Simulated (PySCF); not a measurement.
Spinor energies of Er⁴⁴⁺ (erbium, charge +44)

Start: [Ar] 3d6; 3d3/2 filled at m_j = -3/2, -1/2, +1/2, +3/2; 3d5/2 filled at m_j = +3/2, +5/2. Calculated with PySCF 2.14 in an even-tempered Gaussian basis (16 s from 10 bohr⁻², ratio 2.8; 12 p from 13 bohr⁻², ratio 2.8; 8 d from 13 bohr⁻², ratio 2.8; 3 f from 47 bohr⁻², ratio 3): generalised Hartree-Fock with the X2C-1e Hamiltonian and a Gaussian nucleus; one run each with spin-orbit coupling (SO) switched off, then screened by Boettger's factors.

| spinor shell | electrons | ε, spin-free (eV) | ε, screened SO (eV) | weight of nominal j (screened SO) | rms radius, screened SO (bohr) |
| --- | --- | --- | --- | --- | --- |
| 1s1/2 | 2 | -60211.9 | -60196.0 | 1.000 | 0.0231 |
| 2s1/2 | 2 | -12203.5 | -12197.2 | 1.000 | 0.0930 |
| 2p1/2 | 2 | -11074.6 | -11735.4 | 1.000 | 0.0794 |
| 2p3/2 | 4 | -11074.6 | -10792.6 | 1.000 | 0.0859 |
| 3s1/2 | 2 | -4387.1 | -4385.1 | 1.000 | 0.231 |
| 3p1/2 | 2 | -4032.1 | -4197.7 | 0.999 | 0.222 |
| 3p3/2 | 4 | -4032.1 | -3960.2 | 0.999 | 0.235 |
| 3d3/2 | 4 | -3655.4 | -3677.2 | 0.978 | 0.204 |
| 3d5/2 | 2 | -3655.4 | -3629.3 | 0.978 | 0.207 |

```json
{"quantity": "E (hartree)", "spin-free": "-11570.97736", "screened SO": "-11583.66071"}
{"quantity": "M_J", "spin-free": "4", "screened SO": "4"}
{"quantity": "⟨J²⟩", "spin-free": "20.000", "screened SO": "20.011"}
{"quantity": "⟨L²⟩", "spin-free": "6.000", "screened SO": "12.038"}
{"quantity": "⟨S²⟩", "spin-free": "6.000", "screened SO": "3.145"}
```

Each row is a mean over spinors that exchange with the open shell spreads, by up to 37.949 eV (3p3/2).

Breit and QED terms are absent; they matter most for the inner s and p1/2 levels.

Densities and radii are taken from the X2C orbitals without a picture-change correction, which distorts them close to the nucleus.

Without spin-orbit coupling the j labels of p, d and f shells carry no meaning; the spin-free column gives the mean over the occupied spinors of each nl shell.
